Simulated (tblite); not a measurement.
C5H4FNSe.
Atom-mapped SMILES: `[CH:1]#[C:2][CH2:3][Se:4][C@H:5]([F:6])[C:7]#[N:8]` (hydrogens: H9 on C1; H10, H11 on C3; H12 on C5)

Computed with GFN2-xTB (tblite), gas phase: nudged elastic band of 9 images (0 to 8), spring 0.2 eV/Å², climbing image at the end, force threshold 0.05 eV/Å. The top image wasn't refined or checked by frequencies; at this threshold it can lie a kcal/mol or more above the true saddle point of the method.

The band describes a rotation about C5–Se4 (sp3 C–F carbon, selenium bonded to 2 C), followed by the dihedral F6–C5–Se4–C3, from the optimised start (76°) to a second optimised geometry at -146°.

Task: Give the energy profile along the converged band.

Result: 
```
image  dihedral (°)  E (kJ/mol)  C5–Se4 (Å)  F6···C3 (Å)  largest true force (eV/Å)
    0            76        0.00       1.999         3.46                       0.01
    1            90        1.03       2.001         3.65                       0.03
    2           108        5.69       2.007         3.87                       0.05
    3           128       11.53       2.016         4.07                       0.05
    4           150       14.12       2.020         4.20                       0.05
    5           168       12.98       2.018         4.25                       0.05
    6          -176       10.37       2.014         4.23                       0.04
    7          -161        7.68       2.010         4.17                       0.03
    8          -146        6.49       2.008         4.09                       0.01
```

Barriers of this band. The top is image 4 at 150°: 14.12 kJ/mol forward and 7.63 kJ/mol back; the end lies 6.49 kJ/mol above the start. The central bond is 0.021 Å longer at the top than at the start.

Task: What rate follows at 298 K for crossing this barrier forward?

Result: Taking the electronic barrier for the free energy of activation (no zero-point or entropy terms, transmission 1), rate = (kT/h)·exp(−ΔE/kT) ≈ 2 × 10^10 s⁻¹, whose inverse is 5 × 10^-11 s. An error of 1 kcal/mol in the barrier changes this by a factor of 5, and the method and the loose band can each miss by that much or more.

Task: How would the two end points share their population at 298 K, from these energies alone?

Result: exp(−ΔE/kT) with ΔE = 0.067 eV gives 0.074 for the higher one (end) against 1 for the lower, without vibrational, rotational or degeneracy terms.

What follows is the cost of the whole band run. On one thread of an Intel Xeon Platinum 8375C at 2.90 GHz, shared host, this took 6.5 s wall and 0.19 GiB of memory at its peak.
